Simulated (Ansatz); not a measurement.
Input for Ansatz (a quantum-chemistry and plane-wave program): R-BLYP/def2-TZVPP on H5NSeSi (SMILES N[Se][SiH3]), a point of a torsion scan.

Ansatz 0.2 input:
```yaml
crystal:
  periodic: [false, false, false]
  atoms:
    - {symbol: N, position_ang: [1.82861991, -0.09694034, 0.02995081]}
    - {symbol: Se, position_ang: [0.35992020, 0.11195861, 1.17745768]}
    - {symbol: Si, position_ang: [1.38507902, 0.40727207, 3.19152824]}
    - {symbol: H, position_ang: [2.61815701, 0.43183566, 0.39143137]}
    - {symbol: H, position_ang: [2.10345110, -1.07740791, 0.02392429]}
    - {symbol: H, position_ang: [2.12554597, -0.80141597, 3.55882470]}
    - {symbol: H, position_ang: [2.33129030, 1.51657331, 3.06277092]}
    - {symbol: H, position_ang: [0.29557713, 0.68913364, 4.10833652]}
basis:
  gaussian:
    orbitals: def2-TZVPP
hamiltonian:
  xc: {name: BLYP}
scf: {lower_state_search: off}
```

Problem. What total energy does the run end on?

Solution. -2748.8439 hartree.
